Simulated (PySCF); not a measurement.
**Sr: excitation energy**

Sr [Kr] 5s2 (1S) → Sr [Kr] 5s1 6s1 (3S), as a difference of total energies. All numbers are calculated (PySCF 2.14, the spin-free X2C one-electron Hamiltonian (Gaussian nucleus), in aug-cc-pVDZ-X2C). Correlated levels: valence: [Kr] frozen. The calculations carry no spin-orbit coupling.

```csv
method,excitation energy (eV),error (eV)
UHF,2.827,-0.773
MP2 (valence),3.211,-0.389
SCS-MP2 (valence),3.334,-0.266
CCSD (valence),3.392,-0.208
```

Reference: 3.600 eV (measured; NIST levels).

Errors of the correlated levels include the incompleteness of this basis and the frozen core.

With two correlated electrons CCSD is exact in that space.
